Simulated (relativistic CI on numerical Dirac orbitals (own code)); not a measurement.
# Sensitivity of the levels of Nd XIV to α and to the nuclear radius

These numbers are calculated, not measured: Dirac-Coulomb-Breit CI, orbitals from a KLI potential per configuration, derivatives by finite differences, unscaled Slater integrals, QED left out (own radial code, finite nucleus).

Configurations in the expansion (outside the closed core [Kr]): 4d10.5s, 4d10.4f, 4d10.5p, 4d10.5d, 4d10.5f, 4d9.5s.4f, 4d9.4f2, 4d10.6s. Levels of other configurations are missing.

With x = (α/α₀)² − 1 an excitation energy changes as ω = ω₀ + qx; K = 2q/ω₀ is the relative enhancement. Terms are leading LS components, so labels can repeat. The field-shift factor is F = δν/δ⟨r²⟩ for the transition from the lowest level.

Lowest level 4d10.5s 2S_1/2.

| Level | ω₀ (cm⁻¹) | q (cm⁻¹) | K | F (GHz/fm²) |
| --- | --- | --- | --- | --- |
| 4d10.4f 2F°_5/2 | 53012 | 103500 | 3.9 | -97.8 |
| 4d10.4f 2F°_7/2 | 57222 | 107300 | 3.75 | -97.7 |
| 4d10.5p 2P°_1/2 | 180086 | 15700 | 0.174 | -90.4 |
| 4d10.5p 2P°_3/2 | 229050 | 71000 | 0.62 | -93.3 |
| 4d10.5d 2D_3/2 | 527339 | 76120 | 0.289 | -93 |
| 4d10.5d 2D_5/2 | 536206 | 85150 | 0.318 | -92.9 |
| 4d10.6s 2S_1/2 | 813238 | 45010 | 0.111 | -51.3 |
| 4d10.5f 2F°_5/2 | 868197 | 84190 | 0.194 | -91.6 |
| 4d10.5f 2F°_7/2 | 869727 | 85700 | 0.197 | -91.5 |
| 4d9.5s.4f 4P°_1/2 | 942153 | -8156 | -0.0173 | 7.82 |
| 4d9.5s.4f 4P°_3/2 | 947721 | -4323 | -0.00912 | 7.88 |
| 4d9.5s.4f 2P°_1/2 | 958086 | -4286 | -0.00895 | 5.81 |
| 4d9.5s.4f 4P°_5/2 | 958759 | 3074 | 0.00641 | 8.12 |

At this charge transitions that keep the count of f electrons are usually good to a few per cent. Levels and lines within the n = 5 or 6 shells can be off by up to 10 % or somewhat more, and those that change n by about 2 %, since core polarisation is missing. Levels that differ in their count of f electrons can be misplaced by several ten thousand cm⁻¹, since the correlation energy of f electrons is missing or only estimated; rates across such gaps can be off by orders of magnitude.
